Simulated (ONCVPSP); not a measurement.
# Pseudopotential generation for As: ONCV, LDA (Perdew-Zunger), scalar-relativistic.

The input file (ONCVPSP 4.0.1):

```
# ATOM AND REFERENCE CONFIGURATION
# atsym  z   nc   nv     iexc    psfile
  As 33.00    3    5        3      upf
#
#   n    l    f
    1    0    2.00
    2    0    2.00
    2    1    6.00
    3    0    2.00
    3    1    6.00
    3    2   10.00
    4    0    2.00
    4    1    3.00
#
# PSEUDOPOTENTIAL AND OPTIMIZATION
# lmax
    2
#
#   l,   rc,      ep,       ncon, nbas, qcut
    0    0.95    0.00    4    8   10.40
    1    0.85    0.00    4    8   12.70
    2    1.15    0.00    4    8   10.80
#
# LOCAL POTENTIAL
# lloc, lpopt,  rc(5),   dvloc0
    4    5    0.60    0.00
#
# VANDERBILT-KLEINMAN-BYLANDER PROJECTORs
# l, nproj, debl
    0    2    3.30
    1    2    3.30
    2    2    2.80
#
# MODEL CORE CHARGE
# icmod, fcfact, rcfact
    2    0.50    0.80
#
# LOG DERIVATIVE ANALYSIS
# epsh1, epsh2, depsh
   -8.00    5.00    0.04
#
# OUTPUT GRID
# rlmax, drl
    6.00    0.01
#
# TEST CONFIGURATIONS
# ncnf
    4
# nvcnf
#   n    l    f
    5
    3    0    2.00
    3    1    6.00
    3    2   10.00
    4    0    2.00
    4    1    2.00
#
    5
    3    0    2.00
    3    1    6.00
    3    2   10.00
    4    0    2.00
    4    1    1.00
#
    5
    3    0    2.00
    3    1    6.00
    3    2   10.00
    4    0    2.00
    4    1    0.00
#
    5
    3    0    2.00
    3    1    6.00
    3    2   10.00
    4    0    1.00
    4    1    0.00
#
```

Command:

```bash
oncvpsp.x < As.dat > As.out
```

The program printed (shortened: citation, most of the input echo, consistency checks and plot data are left out):

```
ONCVPSP  (Optimized Norm-Conservinng Vanderbilt PSeudopotential)
scalar-relativistic version 4.0.1

#   n    l    f        energy (Ha)
    1    0    2.00    -4.2992288E+02
    2    0    2.00    -5.4548637E+01
    2    1    6.00    -4.7883678E+01
    3    0    2.00    -6.9639073E+00
    3    1    6.00    -4.9028388E+00
    3    2   10.00    -1.5028075E+00
    4    0    2.00    -5.4031407E-01
    4    1    3.00    -1.9651618E-01

Reference configufation results
  iterations    23
  all-electron total energy (Ha)   -2.25775089D+03

Begin loop to  construct optimized pseudo wave functions
and semi-local pseudopoentials for all angular momenta

Calculating optimized projector #   1

 for l=   0

    Fraction of norm inside rc  0.928565
    Optimizing pswf for qcut=  10.42 a_B^-1,  ecut=  54.30 Ha
    Residual kinetic energy error=  2.77D-04 Ha

    Energy error per electron        Cutoff
         Ha          eV             Ha
         0.01000     0.27211       33.99
         0.00100     0.02721       47.23
         0.00010     0.00272      116.04
         0.00001     0.00027      202.37

Calculating optimized projector #   2

 for l=   0

    Fraction of norm inside rc  0.052522
    Optimizing pswf for qcut=  10.42 a_B^-1,  ecut=  54.30 Ha
    Residual kinetic energy error=  2.11D-04 Ha

    Energy error per electron        Cutoff
         Ha          eV             Ha
         0.01000     0.27211       17.39
         0.00100     0.02721       45.22
         0.00010     0.00272       65.35
         0.00001     0.00027      214.89

Calculating optimized projector #   1

 for l=   1

    Fraction of norm inside rc  0.836781
    Optimizing pswf for qcut=  12.71 a_B^-1,  ecut=  80.77 Ha
    Residual kinetic energy error=  1.69D-05 Ha

    Energy error per electron        Cutoff
         Ha          eV             Ha
         0.01000     0.27211       51.89
         0.00100     0.02721       64.08
         0.00010     0.00272       73.82
         0.00001     0.00027       84.21

Calculating optimized projector #   2

 for l=   1

    Fraction of norm inside rc  0.025801
    Optimizing pswf for qcut=  12.71 a_B^-1,  ecut=  80.77 Ha
    Residual kinetic energy error=  2.15D-06 Ha

    Energy error per electron        Cutoff
         Ha          eV             Ha
         0.01000     0.27211       37.04
         0.00100     0.02721       51.61
         0.00010     0.00272       63.77
         0.00001     0.00027       73.70

   Wellstate for l =  2  n =  5
     eigenvalue =   1.2972
     asymptotic potential =   1.7972
     half-point radius =  4.1356

Calculating optimized projector #   1

 for l=   2

    Fraction of norm inside rc  0.904350
    Optimizing pswf for qcut=  10.78 a_B^-1,  ecut=  58.15 Ha
    Residual kinetic energy error=  3.70D-03 Ha

    Energy error per electron        Cutoff
         Ha          eV             Ha
         0.01000     0.27211       53.74
         0.00100     0.02721      117.39
         0.00010     0.00272      185.16
         0.00001     0.00027      279.83

Calculating optimized projector #   2

 for l=   2

    Fraction of norm inside rc  0.038735
    Optimizing pswf for qcut=  10.78 a_B^-1,  ecut=  58.15 Ha
    Residual kinetic energy error=  1.68D-03 Ha

    Energy error per electron        Cutoff
         Ha          eV             Ha
         0.01000     0.27211       49.23
         0.00100     0.02721       61.49
         0.00010     0.00272      161.63
         0.00001     0.00027      225.51

Construct Vanderbilt / Kleinmman-Bylander projectors

B matrix Hermiticity error, ll=   0
   1   2    1.3450E-03

  Orthonormal projector coefficients  2.9265E+01  4.8414E+00

B matrix Hermiticity error, ll=   1
   1   2    7.1141E-04

  Orthonormal projector coefficients  1.4621E+01  2.1763E+00

B matrix Hermiticity error, ll=   2
   1   2   -3.2755E-04

  Orthonormal projector coefficients -1.0764E+01 -7.7793E+00

Model core correction analysis
  based on d2Exc/dn_idn_j

d2excae - all-electron derivatives

   -4.556837D-02   -4.324387D-02   -3.643751D-02   -3.600215D-03
   -1.829929D-03
   -4.324395D-02   -4.219871D-02   -3.579941D-02   -4.111080D-03
   -2.100010D-03
   -3.643777D-02   -3.579962D-02   -3.500684D-02   -6.300302D-03
   -3.281041D-03
   -3.600245D-03   -4.111090D-03   -6.299741D-03   -2.831416D-02
   -2.266681D-02
   -1.830001D-03   -2.100104D-03   -3.280981D-03   -2.266720D-02
   -2.326691D-02

d2excps - pseudofunction derivatives with no core correction

   -5.583969D-02   -4.874595D-02   -3.652142D-02   -4.935565D-03
   -2.369934D-03
   -4.874658D-02   -4.663810D-02   -3.774158D-02   -4.742159D-03
   -2.457877D-03
   -3.652164D-02   -3.774176D-02   -3.713811D-02   -5.969032D-03
   -3.183499D-03
   -4.935873D-03   -4.742204D-03   -5.968465D-03   -2.844715D-02
   -2.271151D-02
   -2.370070D-03   -2.457991D-03   -3.183438D-03   -2.271191D-02
   -2.328764D-02

rms 2nd derivative error    2.851833E-03

amplitude prefactor, scale prefactor
   11.5909    1.1754

d2excps - pseudofunction derivatives with core correction

   -4.318004D-02   -4.214155D-02   -3.494530D-02   -3.689851D-03
   -1.967387D-03
   -4.214153D-02   -4.235058D-02   -3.653459D-02   -4.113768D-03
   -2.202619D-03
   -3.494536D-02   -3.653470D-02   -3.672285D-02   -5.825843D-03
   -3.114227D-03
   -3.689880D-03   -4.113781D-03   -5.825275D-03   -2.832389D-02
   -2.267298D-02
   -1.967460D-03   -2.202718D-03   -3.114166D-03   -2.267338D-02
   -2.327236D-02

rms 2nd derivative error    8.298950E-04

Pseudoatom total energy -319.031005

Diagnostic tests using Vanderbilt-Kleinman-Bylander pseudopotentials
  1 or more projectors used as specified by nproj input data

   l    rcore       rmatch      e in        delta e   norm test  slope test

   0   0.9526348   0.9815589  -6.9639073   0.0000094   1.0003253   1.0003132
   0   0.9526348   0.9815589  -0.5403141   0.0000300   1.0001016   1.0000843

   1   0.8502856   0.8761021  -4.9028388  -0.0000146   1.0002923   1.0003424
   1   0.8502856   0.8761021  -0.1965162   0.0000282   1.0002224   1.0001729

   2   1.1536175   1.1886438  -1.5028075  -0.0000139   1.0002242   1.0002495
   2   1.1536175   1.1886438   1.2971925   0.0000607   1.0003568   1.0003568

 Testing for bound ghosts
   n   l    E NL Schr. Eq   E Basis Diag.   E Cutoff

   1   0       -6.963898       -6.963893    290.78
   2   0       -0.540284       -0.323552    290.78

   2   1       -4.902853       -4.902679    419.42
   3   1       -0.196488        0.448948    419.42

   3   2       -1.502821       -1.502581    259.60

 Testing for highly-localized positive-energy ghosts
       l    <radius>/rc     E Basis Diag.   E Cutoff

Test configuration 0

   n   l     f        eae           eps        diff
   1   0  2.0000 -429.92288395
   2   0  2.0000  -54.54863670
   2   1  6.0000  -47.88367816
   3   0  2.0000   -6.96390735   -6.96389794    9.40D-06
   3   1  6.0000   -4.90283876   -4.90285338   -1.46D-05
   3   2 10.0000   -1.50280753   -1.50282146   -1.39D-05
   4   0  2.0000   -0.54031407   -0.54028407    3.00D-05
   4   1  3.0000   -0.19651618   -0.19648798    2.82D-05

    Total energies and differences
      AE_ref= -2.25775089D+03  AE_tst= -2.25775089D+03  dif=  0.00D+00
      PS_ref= -3.19031005D+02  PS_tst= -3.19031005D+02  dif=  2.84D-13
      PSP excitation error= -2.84D-13

Test configuration 1

   n   l     f        eae           eps        diff
   1   0  2.0000 -430.28737773
   2   0  2.0000  -54.91002428
   2   1  6.0000  -48.24549351
   3   0  2.0000   -7.32431191   -7.32464349   -3.32D-04
   3   1  6.0000   -5.26317712   -5.26341655   -2.39D-04
   3   2 10.0000   -1.86229977   -1.86241620   -1.16D-04
   4   0  2.0000   -0.86755104   -0.86751349    3.76D-05
   4   1  2.0000   -0.49775761   -0.49771344    4.42D-05

    Total energies and differences
      AE_ref= -2.25775089D+03  AE_tst= -2.25740819D+03  dif=  3.43D-01
      PS_ref= -3.19031005D+02  PS_tst= -3.18688291D+02  dif=  3.43D-01
      PSP excitation error= -1.47D-05

Test configuration 2

   n   l     f        eae           eps        diff
   1   0  2.0000 -430.72348957
   2   0  2.0000  -55.33967928
   2   1  6.0000  -48.67600234
   3   0  2.0000   -7.75157897   -7.75278095   -1.20D-03
   3   1  6.0000   -5.69025512   -5.69105925   -8.04D-04
   3   2 10.0000   -2.28762097   -2.28793342   -3.12D-04
   4   0  2.0000   -1.24128072   -1.24126661    1.41D-05
   4   1  1.0000   -0.84367331   -0.84362581    4.75D-05

    Total energies and differences
      AE_ref= -2.25775089D+03  AE_tst= -2.25674073D+03  dif=  1.01D+00
      PS_ref= -3.19031005D+02  PS_tst= -3.18020782D+02  dif=  1.01D+00
      PSP excitation error= -6.58D-05

Test configuration 3

   n   l     f        eae           eps        diff
   1   0  2.0000 -431.21965938
   2   0  2.0000  -55.82549793
   2   1  6.0000  -49.16316711
   3   0  2.0000   -8.23322218   -8.23594550   -2.72D-03
   3   1  6.0000   -6.17154560   -6.17333548   -1.79D-03
   3   2 10.0000   -2.76610489   -2.76672528   -6.20D-04
   4   0  2.0000   -1.64866410   -1.64873155   -6.74D-05

    Total energies and differences
      AE_ref= -2.25775089D+03  AE_tst= -2.25571028D+03  dif=  2.04D+00
      PS_ref= -3.19031005D+02  PS_tst= -3.16990213D+02  dif=  2.04D+00
      PSP excitation error= -1.81D-04

Test configuration 4

   n   l     f        eae           eps        diff
   1   0  2.0000 -431.82351274
   2   0  2.0000  -56.41371292
   2   1  6.0000  -49.75281407
   3   0  2.0000   -8.81678826   -8.82386375   -7.08D-03
   3   1  6.0000   -6.75416005   -6.75876349   -4.60D-03
   3   2 10.0000   -3.34320951   -3.34489242   -1.68D-03
   4   0  1.0000   -2.11103426   -2.11149008   -4.56D-04

    Total energies and differences
      AE_ref= -2.25775089D+03  AE_tst= -2.25383189D+03  dif=  3.92D+00
      PS_ref= -3.19031005D+02  PS_tst= -3.15111370D+02  dif=  3.92D+00
      PSP excitation error= -6.38D-04
```

The run took about 3.7 s on one core of a shared server CPU.
